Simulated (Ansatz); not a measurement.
`[F][GeH]([F])[SiH3]` + H₂ → `[F][GeH2][SiH3]` + H–F at 600 K and 1 bar (hydrogenolysis of a Ge–F bond).

Isolated molecules relaxed with PBE0-D4/def2-TZVP in Ansatz; ΔE leaves out vibrations. CBS: MP2 limit from def2 TZ/QZ plus the TZ coupled-cluster correction, frozen cores. This one scheme is used for every species. For Ge outer-core shells are correlated without core-valence functions, which leaves a few kJ/mol of doubt a bond. Scalar relativity is left out up to krypton.

```tsv
species	CCSD(T)/CBS energy (Eh)	H − E (kJ/mol)	S (J/(mol·K))
`[F][GeH]([F])[SiH3]`	-2567.24983	155.5	432.2
H₂	-1.17544	43.9	150.8
`[F][GeH2][SiH3]`	-2468.01111	164.0	403.0
H–F	-100.39570	42.3	194.0
```

H − E and S are ideal-gas, rigid-rotor, harmonic terms from PBE0-D4/def2-TZVP. For small species the MP2-based limit differs from directly extrapolated CCSD(T) by up to some mEh (0.8 for H₂); such offsets cancel only in part. 1 Eh = 2625.50 kJ/mol, R = 8.31446 J/(mol·K).

Problem. By hand: ΔE, ΔH, ΔS and ΔG.

Solution. ΔE = (-2468.01111) + (-100.39570) − (-2567.24983) − (-1.17544) = 0.01846 Eh = 48.5 kJ/mol. Δ(H − E) = 164.0 + 42.3 − 155.5 − 43.9 = 6.9, so ΔH = 55.4 kJ/mol. ΔS = 403.0 + 194.0 − 432.2 − 150.8 = 14.0 J/(mol·K). ΔG = 55.4 − 600 × (14.0)/1000 = 47.0 kJ/mol.

Problem. By hand: the equilibrium constant, and the temperature at which ΔG would vanish if ΔH and ΔS stayed fixed.

Solution. log₁₀ K = −ΔG/(RT ln 10) = -4.1. ΔG = 0 at ΔH/ΔS = 3957 K, far beyond where these terms or the molecules hold.

The number of gas molecules stays the same, so ΔS is small and ΔH decides. A doubt of 5 kJ/mol in ΔE shifts log₁₀ K by 0.4 here. These are equilibria of isolated gas molecules and say nothing of rates. Largest T1 diagnostic: 0.013 (customary marks: 0.02 for closed shells, 0.045 for open ones).
